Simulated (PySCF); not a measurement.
**Molecular orbitals of LiAs**

r²SCAN at R = 2.431 Å; Li pcseg-1, As pcseg-1; no relativity (PySCF 2.14). State: ³Σ⁻ (triplet), unpaired electrons π ↑↑. Only the outer orbitals are listed, counted within each symmetry.

| spin | orbital | occ. | ε (eV) | on Li (%) | main shells (%) |
| --- | --- | --- | --- | --- | --- |
| α | 8σ | 1 | -13.32 | 1 | 98 As s |
| α | 4π | 1 | -4.77 | 5 | 95 As p |
| α | 4π | 1 | -4.77 | 5 | 95 As p |
| α | 9σ | 1 | -4.44 | 15 | 83 As p, 12 Li s |
| α | 10σ | 0 | -1.41 | 95 | 73 Li s, 23 Li p |
| α | 5π | 0 | 0.29 | 94 | 94 Li p |
| α | 5π | 0 | 0.29 | 94 | 94 Li p |
| β | 8σ | 1 | -11.31 | 3 | 96 As s |
| β | 9σ | 1 | -3.89 | 20 | 78 As p, 17 Li s |
| β | 4π | 0 | -2.31 | 16 | 84 As p, 16 Li p |
| β | 4π | 0 | -2.31 | 16 | 84 As p, 16 Li p |
| β | 10σ | 0 | -1.20 | 92 | 71 Li s, 22 Li p |

Task: Which are the highest filled and the lowest empty level, where do they sit, and how wide is the gap?

Result: Highest filled β 9σ at -3.89 eV (in %: 78 As p, 17 Li s); lowest empty β 4π at -2.31 eV (in %: 84 As p, 16 Li p); the gap at r²SCAN is 1.58 eV.

```json
{
 "bond order (Mayer)": "0.83",
 "⟨S²⟩": "2.008",
 "charge on Li (Mulliken, basis-dependent)": "0.50",
 "charge on Li (Löwdin, basis-dependent)": "0.22",
 "dipole moment (positive dipole means Li(−)As(+))": "-6.59 D"
}
```

Spin–orbit coupling is left out. The state is the lowest determinant that a PBE0 search found; another state may lie lower at other levels.
